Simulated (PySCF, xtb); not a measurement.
HO2Si, SMILES [OH+]=[Si]=O, charge +1. Atoms are numbered in the order given.

```xyz
4

O     -0.0012     1.5745     0.0000
Si     0.0187     0.0852     0.0000
O     -0.0906    -1.4443     0.0000
H      0.4724    -2.2335     0.0000
```
Charge +1, spin multiplicity 1.

The structure is a stationary point at PBE0-D3(BJ)/def2-TZVP. The isomer is the one that the SMILES or the coordinates give; other isomers of the formula were not compared.

Level of theory: C-PCM-M06-2X/def2-SVP (PySCF).

The values are the electrostatic part of the solvation free energy, E(continuum) − E(gas) at the gas-phase geometry, in a cavity of scaled van der Waals radii (PySCF's table); cavitation and dispersion terms are not included. In vacuum the orbital gap is 8.96 eV.

```csv
solvent,ε,ΔG(elec) (kcal/mol),gap (eV)
water,78.36,-72.4,9.37
tetrahydrofuran,7.43,-63.3,9.31
chlorobenzene,5.70,-60.2,9.29
```

For comparison, GFN2-xTB/ALPB(water) (xtb, at the GFN2-xTB geometry, all terms of that model) gives -66.5 kcal/mol.
